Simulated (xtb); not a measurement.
Input for xtb: GFN2-xTB on CH2O (SMILES C=O).

```
$ xtb mol.xyz --gfn 2 --sp --chrg 0 --uhf 0
4

C     -0.33707380     0.01202596     3.99942125
O      0.28124162     0.85624366     3.40316569
H     -0.40205382     0.02138265     5.10027760
H     -0.86219234    -0.80265068     3.47155992
```

The head of its log:

```
[...]
           -------------------------------------------------
          |                Calculation Setup                |
           -------------------------------------------------



           -------------------------------------------------
          |                 G F N 2 - x T B                 |
           -------------------------------------------------

        Reference                      10.1021/acs.jctc.8b01176
      * Hamiltonian:
        H0-scaling (s, p, d)           1.850000    2.230000    2.230000
        zeta-weighting                 0.500000
      * Dispersion:
        s8                             2.700000
        a1                             0.520000
        a2                             5.000000
        s9                             5.000000
      * Repulsion:
        kExp                           1.500000    1.000000
        rExp                           1.000000
      * Coulomb:
        alpha                          2.000000
        third order                    shell-resolved
        anisotropic                    true
        a3                             3.000000
        a5                             4.000000
        cn-shift                       1.200000
        cn-exp                         4.000000
        max-rad                        5.000000


          ...................................................
          :                      SETUP                      :
          :.................................................:
          :  # basis functions                  10          :
          :  # atomic orbitals                  10          :
          :  # shells                            6          :
          :  # electrons                        12          :
          :  max. iterations                   250          :
          :  Hamiltonian                  GFN2-xTB          :
          :  restarted?                      false          :
          :  GBSA solvation                  false          :
          :  PC potential                    false          :
          :  electronic temp.          300.0000000     K    :
          :  accuracy                    1.0000000          :
          :  -> integral cutoff          0.2500000E+02      :
          :  -> integral neglect         0.1000000E-07      :
          :  -> SCF convergence          0.1000000E-05 Eh   :
          :  -> wf. convergence          0.1000000E-03 e    :
          :  Broyden damping             0.4000000          :
          :  net charge                          0          :
          :  unpaired electrons                  0          :
          ...................................................

 iter      E             dE          RMSdq      gap      omega  full diag
   1     -7.2170301 -0.721703E+01  0.666E+00    4.25       0.0  T
   2     -7.2385257 -0.214956E-01  0.313E+00    3.40       1.0  T
```

Task: What total energy does the run end on?

Result: -7.1753 hartree.
